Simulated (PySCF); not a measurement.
How methods differ on the ionisation energy of Si³⁺

Si³⁺ [Ne] 3s1 [3s1/2^1, M_J = 1/2] → Si⁴⁺ [Ne], as a difference of total energies. Computed with PySCF 2.14 in x2c-QZVPPall-2c (9s7p4d2f1g, 73 functions), with the two-component X2C-1e Hamiltonian. Correlated levels: [Ne] frozen; the 8 highest virtual spinors dropped. "Screened" scales the spin-orbit matrix elements by Boettger's factors to mimic the two-electron term; Breit and QED terms are absent.

| method | ionisation energy (eV) | error (eV) |
| --- | --- | --- |
| GHF (screened spin-orbit) | 44.734 | -0.408 |
| GMP2 (screened spin-orbit) | 44.734 | -0.408 |
| GCCSD (screened spin-orbit) | 44.734 | -0.408 |
| GCCSD(T) (screened spin-orbit) | 44.734 | -0.408 |

Reference: 45.142 eV (measured; NIST Atomic Spectra Database, ionization energies).

Errors of the correlated levels include the incompleteness of this basis and the frozen core.
